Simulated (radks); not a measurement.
Spherical quantum dot in the effective-mass picture: electrons in a well V = -V0 / (1 + exp((r - R)/a)) with V0 = 15.2, R = 3.22, a = 0.26, with a point charge +1 (a donor) at the centre, all in effective atomic units (hartree* = m*/eps^2 hartree, bohr* = eps/m* bohr), one dielectric constant everywhere. Method: non-relativistic Kohn-Sham, PBE, spin-polarised, spherical densities; computed with a radial shooting solver with Libxc functionals. Levels are named by radial order and angular momentum (1s, 1p, 1d, 2s, ...), and open shells are averaged over m. Results are scaled to m* = 0.094 and eps = 5.4, for which hartree* = 87.72 meV and bohr* = 3.04 nm. Each electron was tried in the lowest free levels, single moves between levels near the top were tried too, and the lowest total energy was kept; such a search can miss a lower state. At N = 1 the Hartree and exchange-correlation terms need not cancel, so that row can carry a self-interaction error.

\begin{tabular}{lrrrrrr}
N & open shells & 2S & E (meV) & mu = E(N) - E(N-1) (meV) & addition energy mu(N+1) - mu(N) (meV) & rms radius (nm) \\ \hline
1 & 1s(up 1, down 0) & 1 & -1366.90 & -1366.9 & 64.39 & 3.762 \\
2 & none & 0 & -2669.41 & -1302.5 & 110.4 & 4.121 \\
3 & 1p(up 1, down 0) & 1 & -3861.50 & -1192.1 & 37.14 & 4.732 \\
4 & 1p(up 2, down 0) & 2 & -5016.45 & -1154.9 & 38.55 & 5.049 \\
5 & 1p(up 3, down 0) & 3 & -6132.85 & -1116.4 & 50.48 & 5.259 \\
6 & 1p(up 3, down 1) & 2 & -7198.77 & -1065.9 & 35.51 & 5.426 \\
7 & 1p(up 3, down 2) & 1 & -8229.18 & -1030.4 & 36.70 & 5.558 \\
8 & none & 0 & -9222.89 & -993.71 & 92.53 & 5.668 \\
9 & 1d(up 1, down 0) & 1 & -10124.1 & -901.18 & 34.67 & 5.804 \\
10 & 1d(up 2, down 0) & 2 & -10990.6 & -866.51 & 34.86 & 5.918 \\
11 & 1d(up 3, down 0) & 3 & -11822.2 & -831.65 & 34.91 & 6.014 \\
12 & 1d(up 4, down 0) & 4 & -12619.0 & -796.74 & 34.89 & 6.099 \\
13 & 1d(up 5, down 0) & 5 & -13380.8 & -761.85 & 44.83 & 6.175 \\
14 & 1d(up 5, down 1) & 4 & -14097.8 & -717.01 & 33.55 & 6.244 \\
15 & 1d(up 5, down 2) & 3 & -14781.3 & -683.47 & 33.76 & 6.308 \\
16 & 1d(up 5, down 3) & 2 & -15431.0 & -649.70 & 33.85 & 6.366 \\
17 & 1d(up 5, down 4) & 1 & -16046.9 & -615.85 & 33.87 & 6.419 \\
18 & none & 0 & -16628.8 & -581.98 & 57.60 & 6.469 \\
19 & 2s(up 1, down 0) & 1 & -17153.2 & -524.38 & 53.86 & 6.476 \\
20 & none & 0 & -17623.8 & -470.53 & 52.23 & 6.477 \\
21 & 1f(up 1, down 0) & 1 & -18042.0 & -418.29 & 32.54 & 6.532 \\
22 & 1f(up 2, down 0) & 2 & -18427.8 & -385.75 & 32.54 & 6.583 \\
23 & 1f(up 3, down 0) & 3 & -18781.0 & -353.22 & 32.51 & 6.630 \\
24 & 1f(up 4, down 0) & 4 & -19101.7 & -320.70 & 32.48 & 6.675 \\
25 & 1f(up 5, down 0) & 5 & -19389.9 & -288.22 & 32.43 & 6.718 \\
26 & 1f(up 6, down 0) & 6 & -19645.7 & -255.79 & - & 6.758 \\
\end{tabular}

All shells are closed at N = 2, 8, 18, 20 (there: 1s2 1p6 1d10 2s2); the second difference of the energy has clear peaks (12 % above both neighbours; the first and last values, which can be the largest, are not judged, and half-filled shells can peak too) at N = 2, 5, 8, 13.
